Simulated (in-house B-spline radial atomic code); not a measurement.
## Ionising the thallium ion Tl⁶⁶⁺ with different functionals

Computed with an all-electron radial atomic-structure program (B-spline basis): scalar-relativistic (spin-free X2C) Hamiltonian, Fermi nucleus of rms radius 5.4759 fm, spin-polarised at highest spin, spherical fractional occupations for the functionals. The ionisation energy is the difference of two self-consistent energies, [Ne] 3s2 3p3 → [Ne] 3s2 3p2, without Breit or QED terms; ε is the level of the shell that loses the electron (its least bound occupied spin orbital). There is no spin-orbit coupling in this Hamiltonian.

Hybrids are left out here: with spherical fractional occupations of an open shell their exact exchange keeps a self-interaction that integer-occupation calculations don't have.

```
  method      rung  ΔSCF (eV)  -ε(3p) (eV)
LDA PW92       LDA     7759.3       7689.7
  PBEsol       GGA     7760.6       7691.2
    RPBE       GGA     7762.1       7692.9
    TPSS  meta-GGA     7763.3       7694.4
```

Task: How do they compare with the NIST value?

Result: NIST lists 7570 eV ± 40 (tabulated theory, ground level to ground level). Errors run from +189.3 to +193.3 eV. The correlated functionals all miss on the same side by more than they spread, so the cause is common to them (spin-orbit coupling, Breit-QED terms, multiplet and fine-structure energies, or a listed next ion that isn't the cheapest removal here) and closeness doesn't rank the functionals.
